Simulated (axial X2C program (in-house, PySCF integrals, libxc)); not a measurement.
# Worked dissociation energy of SrO: CCSD(T), scalar-relativistic

Computed with an in-house all-electron X2C program for linear molecules (integrals from PySCF). Spin-free means the one-electron spin-free X2C Hamiltonian. Basis: Sr dyall-cv3z [13s12p8d5f1g], O dyall-av3z [7s6p3d2f] (cores contracted in-house); Gaussian nuclei, density fitting, unrestricted open shells. Masses: Sr 87.906 u, O 15.995 u.

Molecular state: M_S = 0, Λ = 0 (closed shell).

Correlated methods: 8 electrons correlated (number of frozen shells: Sr 4 s, 3 p, 1 d; O 1 s), 262 virtual spin orbitals or spinors in MP2, 88 natural virtuals in coupled cluster.

| Item | Value |
| --- | --- |
| E(Sr) (2M_S = 0, M_L = 0) | -3177.380928 hartree |
| E(O) (2M_S = 2, M_L = 0) | -75.041343 hartree |
| E(SrO) at Re | -3252.565492 hartree |
| ωe | 636.1 cm⁻¹ |
| ωexe | 3.37 cm⁻¹ |

Q: Work out De and D0.

A: De = -3177.380928 + (-75.041343) − (-3252.565492) = 0.14322 hartree = 3.897 eV. The zero-point energy is ωe/2 − ωexe/4 = 317 cm⁻¹ = 0.039 eV, so D0 = 3.858 eV.

The state is one determinant whose occupation by symmetry is held fixed; it was picked as the lowest of a PBE0 search that is not exhaustive. The closed shell is kept restricted, so the energy runs too high when the bond is stretched far. De is counted from the lowest determinant-based energies of the atoms at the same level, without counterpoise correction. CCSD and (T) use frozen natural virtuals with an MP2 correction for the truncation; (T) itself is uncorrected, so its De runs slightly low. The outer-core s and p shells of the metal are frozen in the correlated rows, which leaves out core–valence correlation; for alkali and alkaline-earth bonds that tends to lengthen them. The T1 diagnostic is large, a sign of multireference character. With the outer-core shells frozen, correlated bond lengths of heavy atoms tend to come out a few hundredths of an ångström too long.

Each atomic determinant is the lowest at this level and need not be a pure term. Totals compare only within one Hamiltonian and basis.
